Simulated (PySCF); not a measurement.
C$_{4}$H$_{12}$B$_{2}$S (SMILES CB(C)SB(C)C), singlet, at a GFN2-xTB geometry, atoms displaced at random by about 0.08 Å a coordinate; PBE/STO-3G, gradient (PySCF).

The PySCF input:
```python
from pyscf import gto, scf, dft

mol = gto.Mole()
mol.atom = '''
    B     1.620585   -0.210075   -0.156353
    C     1.442871   -1.703717    0.417309
    C     2.712692    0.425122   -0.113810
    S     0.042187    0.779707   -0.288661
    B    -1.432412    0.176445   -0.046744
    C    -2.914138    1.012760   -0.166385
    C    -1.619203   -1.501735    0.272819
    H     2.622219   -2.067645    0.606227
    H     0.979992   -1.893664    1.481399
    H     0.850698   -2.251410   -0.331781
    H     2.869313    1.770555   -0.677964
    H     3.486679    0.396384    0.486292
    H     3.451486   -0.139447   -0.944130
    H    -3.472086    1.161808    0.870280
    H    -3.311818    0.693369   -0.959729
    H    -2.514790    1.995040   -0.447369
    H    -1.370800   -2.100107   -0.308849
    H    -2.882880   -1.672881    0.585997
    H    -1.313148   -1.526940    1.202441
'''
mol.basis = 'sto-3g'
mol.charge = 0
mol.spin = 0
mol.verbose = 4
mol.build()

mf = dft.RKS(mol)
mf.xc = 'pbe'
mf.kernel()
g = mf.nuc_grad_method()
grad = g.kernel()
```

Output, abridged:

```
PySCF version 2.14.0

[INPUT] verbose = 4
[INPUT] num. atoms = 19
[INPUT] num. electrons = 62
[INPUT] charge = 0
[INPUT] spin (= nelec alpha-beta = 2S) = 0
[INPUT] symmetry False subgroup None
[INPUT] Mole.unit = angstrom
[INPUT] Symbol           X                Y                Z      unit          X                Y                Z       unit  Magmom
[INPUT]  1 B      1.620585000000  -0.210075000000  -0.156353000000 AA    3.062461811578  -0.396984215618  -0.295464348754 Bohr   0.0
[INPUT]  2 C      1.442871000000  -1.703717000000   0.417309000000 AA    2.726631023077  -3.219558523766   0.788599719316 Bohr   0.0
[INPUT]  3 C      2.712692000000   0.425122000000  -0.113810000000 AA    5.126244940299   0.803364149527  -0.215069730237 Bohr   0.0
[INPUT]  4 S      0.042187000000   0.779707000000  -0.288661000000 AA    0.079721876017   1.473432687406  -0.545490232843 Bohr   0.0
[INPUT]  5 B     -1.432412000000   0.176445000000  -0.046744000000 AA   -2.706866377540   0.333432726049  -0.088333357967 Bohr   0.0
[INPUT]  6 C     -2.914138000000   1.012760000000  -0.166385000000 AA   -5.506922709188   1.913839029915  -0.314422081236 Bohr   0.0
[INPUT]  7 C     -1.619203000000  -1.501735000000   0.272819000000 AA   -3.059850210074  -2.837867861674   0.515553191578 Bohr   0.0
[INPUT]  8 H      2.622219000000  -2.067645000000   0.606227000000 AA    4.955275748631  -3.907282772826   1.145602999317 Bohr   0.0
[INPUT]  9 H      0.979992000000  -1.893664000000   1.481399000000 AA    1.851916484265  -3.578506331948   2.799438391205 Bohr   0.0
[INPUT] 10 H      0.850698000000  -2.251410000000  -0.331781000000 AA    1.607586234715  -4.254548294107  -0.626975223334 Bohr   0.0
[INPUT] 11 H      2.869313000000   1.770555000000  -0.677964000000 AA    5.422215735654   3.345864038479  -1.281166282315 Bohr   0.0
[INPUT] 12 H      3.486679000000   0.396384000000   0.486292000000 AA    6.588868394272   0.749057200160   0.918958696567 Bohr   0.0
[INPUT] 13 H      3.451486000000  -0.139447000000  -0.944130000000 AA    6.522363262771  -0.263516638892  -1.784147125986 Bohr   0.0
[INPUT] 14 H     -3.472086000000   1.161808000000   0.870280000000 AA   -6.561291620937   2.195498929329   1.644590851686 Bohr   0.0
[INPUT] 15 H     -3.311818000000   0.693369000000  -0.959729000000 AA   -6.258428994405   1.310277513264  -1.813624963803 Bohr   0.0
[INPUT] 16 H     -2.514790000000   1.995040000000  -0.447369000000 AA   -4.752264360795   3.770079207552  -0.845404886621 Bohr   0.0
[INPUT] 17 H     -1.370800000000  -2.100107000000  -0.308849000000 AA   -2.590436571554  -3.968627062282  -0.583640023846 Bohr   0.0
[INPUT] 18 H     -2.882880000000  -1.672881000000   0.585997000000 AA   -5.447853649986  -3.161286928989   1.107373839817 Bohr   0.0
[INPUT] 19 H     -1.313148000000  -1.526940000000   1.202441000000 AA   -2.481490081020  -2.885498408643   2.272284170948 Bohr   0.0

nuclear repulsion = 337.204683345232
number of shells = 35
number of NR pGTOs = 153
number of NR cGTOs = 51
basis = sto-3g
ecp = {}

******** <class 'pyscf.dft.rks.RKS'> ********
method = RKS
initial guess = minao
damping factor = 0
level_shift factor = 0
DIIS = <class 'pyscf.scf.diis.CDIIS'>
diis_start_cycle = 1
diis_space = 8
diis_damp = 0
SCF conv_tol = 1e-09
SCF conv_tol_grad = None
SCF max_cycles = 50
direct_scf = True
direct_scf_tol = 1e-13
XC library pyscf.dft.libxc version 7.1.2
    S. Lehtola, C. Steigemann, M. J. T. Oliveira, and M. A. L. Marques,  SoftwareX 7, 1–5 (2018)
XC functionals = pbe
    J. P. Perdew, K. Burke, and M. Ernzerhof,  Phys. Rev. Lett. 77, 3865 (1996)
    J. P. Perdew, K. Burke, and M. Ernzerhof,  Phys. Rev. Lett. 78, 1396 (1997)
    J. P. Perdew, K. Burke, and M. Ernzerhof,  Phys. Rev. Lett. 77, 3865 (1996)
    J. P. Perdew, K. Burke, and M. Ernzerhof,  Phys. Rev. Lett. 78, 1396 (1997)
radial grids:
    Treutler-Ahlrichs [JCP 102, 346 (1995); DOI:10.1063/1.469408] (M4) radial grids

becke partition: Becke, JCP 88, 2547 (1988); DOI:10.1063/1.454033
pruning grids: <function nwchem_prune>
grids dens level: 3
symmetrized grids: False
atomic radii adjust function: <function treutler_atomic_radii_adjust>
small_rho_cutoff = 0
Set gradient conv threshold to 3.16228e-05
Initial guess from minao.
tot grids = 221144
init E= -600.217253168856
  HOMO = -0.276871907473272  LUMO = -0.0940528666384702  gap/eV = 4.97476
cycle= 1 E= -599.742554625742  delta_E= 0.475  |g|= 0.515  |ddm|= 5.32
  HOMO = -0.0497233182467667  LUMO = 0.0237488276403415  gap/eV = 1.99928
cycle= 2 E= -599.653216287378  delta_E= 0.0893  |g|= 0.716  |ddm|= 1.77
  HOMO = -0.105042798132754  LUMO = 0.00196930763237646  gap/eV = 2.91195
cycle= 3 E= -599.835874653289  delta_E= -0.183  |g|= 0.0694  |ddm|= 1.07
  HOMO = -0.110143197447777  LUMO = 0.00688334559294324  gap/eV = 3.18445
cycle= 4 E= -599.837704736173  delta_E= -0.00183  |g|= 0.0222  |ddm|= 0.148
  HOMO = -0.11000327375131  LUMO = 0.00380253920660756  gap/eV = 3.09681
cycle= 5 E= -599.837898019945  delta_E= -0.000193  |g|= 0.00542  |ddm|= 0.0456
  HOMO = -0.109896404498711  LUMO = 0.00428116387190369  gap/eV = 3.10693
cycle= 6 E= -599.837909816836  delta_E= -1.18e-05  |g|= 0.00128  |ddm|= 0.0102
  HOMO = -0.10987548936793  LUMO = 0.00426412328402903  gap/eV = 3.10590
cycle= 7 E= -599.837910372841  delta_E= -5.56e-07  |g|= 0.000284  |ddm|= 0.00208
  HOMO = -0.10990398521556  LUMO = 0.00424736627956057  gap/eV = 3.10622
cycle= 8 E= -599.837910404517  delta_E= -3.17e-08  |g|= 4.78e-05  |ddm|= 0.000523
  HOMO = -0.109900449648306  LUMO = 0.00425047007272539  gap/eV = 3.10620
cycle= 9 E= -599.837910405584  delta_E= -1.07e-09  |g|= 6.23e-06  |ddm|= 9.18e-05
  HOMO = -0.109900600356515  LUMO = 0.00424975021269591  gap/eV = 3.10619
cycle= 10 E= -599.8379104056  delta_E= -1.64e-11  |g|= 2.94e-06  |ddm|= 1.58e-05
  HOMO = -0.10990100931686  LUMO = 0.00425016577893389  gap/eV = 3.10621
Extra cycle  E= -599.837910405599  delta_E= 9.09e-13  |g|= 4.54e-06  |ddm|= 1.27e-05
converged SCF energy = -599.837910405599

******** <class 'pyscf.grad.rks.Gradients'> for <class 'pyscf.dft.rks.RKS'> ********
unit = Eh/Bohr
grid_response = False
--------------- RKS gradients ---------------
         x                y                z
0 B     0.3158212462     0.1610824185    -0.0528946508
1 C    -0.0761654581     0.0110249975    -0.0411025504
2 C    -0.2580635645    -0.2359329311     0.1908785768
3 S    -0.1077639525    -0.0875112720     0.0348745137
4 B     0.1402972955     0.1180952005    -0.0181883375
5 C    -0.1477513648    -0.0799704870    -0.1911393915
6 C     0.2546901748    -0.2902730473    -0.1487489691
7 H     0.0715151955    -0.0020571818     0.0215973498
8 H    -0.0082406323    -0.0193364448     0.0416476116
9 H    -0.0076800129     0.0187870965    -0.0008858224
10 H     0.0197899549     0.0952844901    -0.0445573954
11 H    -0.0877476947     0.0014761876    -0.1114153148
12 H     0.0409914143    -0.0183683330    -0.0188944562
13 H    -0.0151441288     0.0184578036     0.0540036485
14 H     0.1043954277     0.0747423371     0.1439137074
15 H     0.0114771635    -0.0173725574    -0.0022414781
16 H    -0.1045019920     0.2357028715     0.2217811558
17 H    -0.0831285109    -0.0078156835     0.0374756444
18 H    -0.0628173718     0.0239812715    -0.1161269573
----------------------------------------------
```
